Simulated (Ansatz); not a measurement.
Ansatz (a first-principles code) input (B3LYP-D3(BJ)/def2-TZVP):

Ansatz 0.2 input:
```yaml
crystal:
  periodic: [false, false, false]
  atoms:
    - {symbol: F, position_ang: [1.16660617, 1.24214688, 0.14549298]}
    - {symbol: C, position_ang: [0.41238521, 0.14517510, 0.04126997]}
    - {symbol: C, position_ang: [-0.88344754, 0.19460031, -0.07356668]}
    - {symbol: F, position_ang: [-1.75774983, -0.77462690, -0.18435856]}
    - {symbol: H, position_ang: [1.02197809, -0.76303513, 0.06576205]}
basis:
  gaussian:
    orbitals: def2-TZVP
hamiltonian:
  xc: b3lyp
  dispersion: d3bj
magnetization: {spin_polarized: true, initial_magnetization: 1}
relax: {f_tol: 0.002, max_steps: 150}
```

Output:

```
Functional definition: B3LYP
integrals: 0.03 GiB planned
716 factors; their error is unknown
mean field: 0.46 GiB planned
mean field evaluation 1: about -7520.8962 eV, gradient 2.5e1 eV
mean field evaluation 2: about -7520.5114 eV, gradient 2.6e1 eV
mean field evaluation 4: about -7523.4608 eV, gradient 1.6e0 eV
mean field evaluation 8: about -7523.4725 eV, gradient 1.2e-1 eV
mean field evaluation 16: about -7523.4895 eV, gradient 3.4e-4 eV
mean field -7523.48948649 eV, -276.4831390243 hartree, gradient 1.6e-5 eV, S^2 0.760300; 0 other end points of the search recorded, 0 dependent functions left out
the calculation of the forces begins
reference -7523.48966792 eV, -276.4831456914 hartree; 16, 15 occupied and 114, 115 virtual orbitals, 716 factors
relax step   1: F+E_penalty+E_count = -7523.58574896 eV  Δ(F+E_penalty+E_count) = +0.000e0 eV  max|allowed force component| = 9.404e-1 eV/Å  Δτ_max = 0.0000 Å  (33 SCF iters, accepted)
these checks for a lower state are left out or cut short: starts, cluster_reference, orbital_swaps, neighbouring_geometries, increment
integrals: 0.03 GiB planned
716 factors; their error is unknown
mean field: 0.46 GiB planned
mean field -7523.50201387 eV, -276.4835993969 hartree, gradient 7.6e-6 eV, S^2 0.760674; 0 other end points of the search recorded, 0 dependent functions left out
the calculation of the forces begins
reference -7523.50219526 eV, -276.4836060629 hartree; 16, 15 occupied and 114, 115 virtual orbitals, 716 factors
relax step   2: F+E_penalty+E_count = -7523.59830052 eV  Δ(F+E_penalty+E_count) = -1.255e-2 eV  max|allowed force component| = 3.883e-1 eV/Å  Δτ_max = 0.0138 Å  (41 SCF iters, accepted)
these checks for a lower state are left out or cut short: starts, cluster_reference, orbital_swaps, neighbouring_geometries, increment
integrals: 0.03 GiB planned
716 factors; their error is unknown
mean field: 0.46 GiB planned
mean field evaluation 32: about -7523.5057 eV, gradient 7.9e-6 eV
mean field -7523.50568333 eV, -276.4837342472 hartree, gradient 7.9e-6 eV, S^2 0.760916; 0 other end points of the search recorded, 0 dependent functions left out
the calculation of the forces begins
reference -7523.50586472 eV, -276.4837409130 hartree; 16, 15 occupied and 114, 115 virtual orbitals, 716 factors
relax step   3: F+E_penalty+E_count = -7523.60207018 eV  Δ(F+E_penalty+E_count) = -3.770e-3 eV  max|allowed force component| = 4.137e-2 eV/Å  Δτ_max = 0.0173 Å  (40 SCF iters, accepted)
these checks for a lower state are left out or cut short: starts, cluster_reference, orbital_swaps, neighbouring_geometries, increment
integrals: 0.03 GiB planned
716 factors; their error is unknown
mean field: 0.46 GiB planned
mean field -7523.50577190 eV, -276.4837375018 hartree, gradient 8.4e-6 eV, S^2 0.760979; 0 other end points of the search recorded, 0 dependent functions left out
the calculation of the forces begins
reference -7523.50595336 eV, -276.4837441705 hartree; 16, 15 occupied and 114, 115 virtual orbitals, 716 factors
relax step   4: F+E_penalty+E_count = -7523.60216082 eV  Δ(F+E_penalty+E_count) = -9.063e-5 eV  max|allowed force component| = 1.685e-2 eV/Å  Δτ_max = 0.0022 Å  (41 SCF iters, accepted)
these checks for a lower state are left out or cut short: starts, cluster_reference, orbital_swaps, neighbouring_geometries, increment
integrals: 0.03 GiB planned
716 factors; their error is unknown
mean field: 0.46 GiB planned
mean field -7523.50577140 eV, -276.4837374835 hartree, gradient 1.1e-5 eV, S^2 0.760954; 0 other end points of the search recorded, 0 dependent functions left out
the calculation of the forces begins
reference -7523.50595299 eV, -276.4837441569 hartree; 16, 15 occupied and 114, 115 virtual orbitals, 716 factors
relax step   5: F+E_penalty+E_count = -7523.60218546 eV  Δ(F+E_penalty+E_count) = -2.464e-5 eV  max|allowed force component| = 1.548e-2 eV/Å  Δτ_max = 0.0042 Å  (37 SCF iters, accepted)
these checks for a lower state are left out or cut short: starts, cluster_reference, orbital_swaps, neighbouring_geometries, increment
integrals: 0.03 GiB planned
716 factors; their error is unknown
mean field: 0.46 GiB planned
mean field -7523.50578786 eV, -276.4837380884 hartree, gradient 8.8e-6 eV, S^2 0.760997; 0 other end points of the search recorded, 0 dependent functions left out
the calculation of the forces begins
reference -7523.50596939 eV, -276.4837447594 hartree; 16, 15 occupied and 114, 115 virtual orbitals, 716 factors
relax step   6: F+E_penalty+E_count = -7523.60219395 eV  Δ(F+E_penalty+E_count) = -8.493e-6 eV  max|allowed force component| = 2.198e-2 eV/Å  Δτ_max = 0.0018 Å  (40 SCF iters, accepted)
these checks for a lower state are left out or cut short: starts, cluster_reference, orbital_swaps, neighbouring_geometries, increment
integrals: 0.03 GiB planned
716 factors; their error is unknown
mean field: 0.46 GiB planned
mean field -7523.50579696 eV, -276.4837384230 hartree, gradient 8.7e-6 eV, S^2 0.760976; 0 other end points of the search recorded, 0 dependent functions left out
the calculation of the forces begins
reference -7523.50597851 eV, -276.4837450947 hartree; 16, 15 occupied and 114, 115 virtual orbitals, 716 factors
relax step   7: F+E_penalty+E_count = -7523.60220192 eV  Δ(F+E_penalty+E_count) = -7.969e-6 eV  max|allowed force component| = 5.205e-4 eV/Å  Δτ_max = 0.0006 Å  (42 SCF iters, accepted)
integrals: 0.03 GiB planned
716 factors; their error is unknown
mean field: 0.46 GiB planned
mean field evaluation 64: about -7523.5056 eV, gradient 2.5e-1 eV
mean field -7523.50579696 eV, -276.4837384230 hartree, gradient 8.5e-6 eV, S^2 0.760976; 1 other end points of the search recorded, 0 dependent functions left out
the calculation of the forces begins
reference -7523.50597851 eV, -276.4837450947 hartree; 16, 15 occupied and 114, 115 virtual orbitals, 716 factors
Total energy: -7523.60238347 eV, -276.4872879116 hartree
Atom 0 at     1.165538     1.258684     0.145953 Å, force     0.000194     0.000295     0.000045 eV/Å
Atom 1 at     0.423555     0.144508     0.042217 Å, force    -0.000520     0.000324    -0.000084 eV/Å
Atom 2 at    -0.883347     0.202085    -0.073295 Å, force     0.000333    -0.000065     0.000037 eV/Å
Atom 3 at    -1.737223    -0.781611    -0.182749 Å, force    -0.000129    -0.000092    -0.000010 eV/Å
Atom 4 at     0.991249    -0.779407     0.062473 Å, force     0.000123    -0.000461     0.000013 eV/Å
Dipole moment:     0.039372    -0.236684    -0.004339 e Å
```

It need not be the lowest isomer of its formula.
